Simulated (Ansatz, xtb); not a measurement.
**Two structures of H2NOSn−**

We compare X, a singlet given by its coordinates, with Y, `[NH2][Sn-]=[O]`, a singlet. Both are isolated ions in the gas phase, relaxed with BLYP-D3(BJ)/def2-SVPD; the shapes shown needn't be the lowest conformers.

X (Å):

```xyz
5

N    -3.8394   -2.0269    0.1367
O    -0.9636   -0.3008    0.4701
Sn   -1.8409   -2.2639    0.0786
H    -4.1434   -1.0525    0.3349
H    -1.7153    0.3101    0.5973
```

Close contacts (Å): N1–Sn3 2.01, O2–Sn3 2.19, N1–H4 1.04, O2–H5 0.98.

Y (Å):

```xyz
5

N    -2.8784   -1.7968    0.6063
O    -1.8640    0.7896   -1.0047
Sn   -2.4144    0.3319    0.8113
H    -2.8786   -2.4484    1.4001
H    -2.5486   -2.2770   -0.2404
```

Energies in hartree; the thermal terms are from BLYP-D3(BJ)/def2-SVPD harmonic frequencies (ideal gas, rigid rotor, one conformer each, 298.15 K, 1 atm) and include the zero-point energy:

```
                               X           Y
E, CCSD(T)/def2-SVPD  −344.277070  −344.282346
    E, MP2/def2-SVPD  −344.247016  −344.254531
  E, MP2/def2-TZVPPD  −344.695054  −344.700283
   zero-point energy     0.023366     0.024139
        H(298 K) − E     0.029128     0.030140
        G(298 K) − E    −0.005248    −0.004879
```

Problem. Correct the CCSD(T) difference for the basis set by the MP2 change, then work out ΔE, ΔE₀, ΔH and ΔG for X → Y in kJ/mol (1 Eh = 2625.50 kJ/mol) and the equilibrium ratio [Y]/[X].

Solution. 1. Differences Y − X: CCSD(T) −0.005276, MP2 in the small set −0.007515, MP2 in the large set −0.005229 Eh.
2. ΔE = −0.005276 + (−0.005229 − (−0.007515)) = −0.002990 Eh = −7.85 kJ/mol.
3. ΔE₀ = ΔE + ΔZPE = −0.002990 + (+0.000773) Eh = −5.82 kJ/mol.
4. ΔH = ΔE + (+0.001012) Eh = −5.19 kJ/mol.
5. ΔG = ΔE + (+0.000369) Eh = −6.88 kJ/mol, so ΔS = (ΔH − ΔG)/T = +5.7 J/(mol K).
6. kT = 0.9442 mEh, so K = [Y]/[X] = exp(−ΔG/kT) = exp(+2.78) ≈ 16.

Structure Y is favoured at this temperature. An error of 4 kJ/mol in ΔG would change K by a factor of 5. Large T1 diagnostics make the coupled-cluster value less sure. Mirror images and further conformers aren't counted.

Other levels gave ΔE = −16.7 (GFN2-xTB); −29.1 (HF/STO-3G, GFN2-xTB geometries); −18.9 (r2SCAN-D4/def2-SVPD, GFN2-xTB geometries); −17.5 (BLYP-D3(BJ)/def2-SVPD); −7.9 (HF/def2-SVPD); −19.7 (MP2/def2-SVPD); −13.9 (CCSD(T)/def2-SVPD) kJ/mol. The correlated steps freeze 6 core orbitals; the filled d shell of Sn is correlated, in a basis made for valence electrons. Atoms past krypton carry core potentials in the def2 sets, without spin–orbit terms. Programs: Ansatz 0.2.0, xtb 6.7.1.
